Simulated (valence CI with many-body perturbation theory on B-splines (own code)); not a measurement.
The numbers below are computed, except where a source is named.
# Ho34+: what the settings do

Level of theory: valence CI with perturbative core correlation (CI+MBPT): five valence electrons over a frozen Dirac-Fock core [Ar] 3d10, radial functions for each j: 6 s, 6 p, 5 d, 3 f, 1 g, with the one-electron correlation potential Σ1, the two-electron term Σ2, the three-electron term Σ3, Breit, model QED; selected CI, second order for the rest, scaled by the run's own slope (own B-spline code, finite nucleus).

No measured spectrum was set against this ion. As an estimate, large intervals hold to a few tenths of a per cent, small ones and those within an open d or f shell to about a per cent. Among the levels kept, up to 410 cm⁻¹ of a level comes from second order outside the variational space, and about a tenth of that is noise between levels of different J, which matters for small intervals.

The reference run has the lowest level (4s^2 4p1/2^2 4p3/2) J=3/2 and an ionisation energy of 1444.27 eV. Its largest variational space holds 10000 state functions.

Levels are named by their leading jj configuration (3d3/2^4 stands for four electrons in 3d with j = 3/2), which in mixed levels can hold well under half, so a name can repeat and another be missing. Letters in brackets count levels of one name in rising energy.

Changed runs:
A. QED terms on → off; averaging of valence orbitals over low configurations on → off
B. averaging of valence orbitals over low configurations on → off
C. three-electron term on → off; Davidson tolerance 2e-05 → 0.001
D. start configuration 4s2 4p3 → 4s2 4p4 (bad on purpose)

Excitation energies of the reference run in cm⁻¹, and shifts in cm⁻¹:

| Level | Reference | A | B | C |
| --- | --- | --- | --- | --- |
| (4s^2 4p1/2 4p3/2^2) J=3/2 | 405905 | -616 | +2.1 | -160 |
| (4s^2 4p1/2 4p3/2^2) J=5/2 | 443899 | -616 | +0.5 | -39 |
| (4s^2 4p1/2 4p3/2^2) J=1/2 | 491515 | -606 | +1.9 | +133 |
| (4s^2 4p3/2^3) J=3/2 | 903844 | -1195 | +3.7 | 0 |
| (4s^2 4p1/2^2 4d3/2) J=3/2 | 1033430 | +1542 | -5.0 | -363 |
| (4s 4p1/2^2 4p3/2^2) J=5/2 | 1037340 | +5240 | +3.8 | -500 |
| (4s 4p1/2^2 4p3/2^2) J=1/2 | 1157260 | +5551 | +3.4 | -178 |
| (4s 4p1/2^2 4p3/2^2) J=3/2 | 1180270 | +4920 | +0.6 | -190 |
| (4s^2 4p1/2^2 4d5/2) J=5/2 | 1196430 | +1200 | -8.3 | -178 |
| (4s^2 4p1/2 4p3/2 4d3/2) J=3/2 [a] | 1436710 | +1408 | -1.0 | -528 |
| (4s^2 4p1/2 4p3/2 4d3/2) J=5/2 [a] | 1443410 | +668 | -4.1 | -510 |
| (4s^2 4p1/2 4p3/2 4d3/2) J=1/2 [a] | 1444930 | +711 | -2.7 | -525 |
| Ionisation energy (eV) | 1444.27 | +0.05 | +0.00017 | +0.27 |

Run D: It gave no result: the electrons of core and valence do not add up to the charge. The program said: "core and valence hold 34 electrons, the ion has 33".
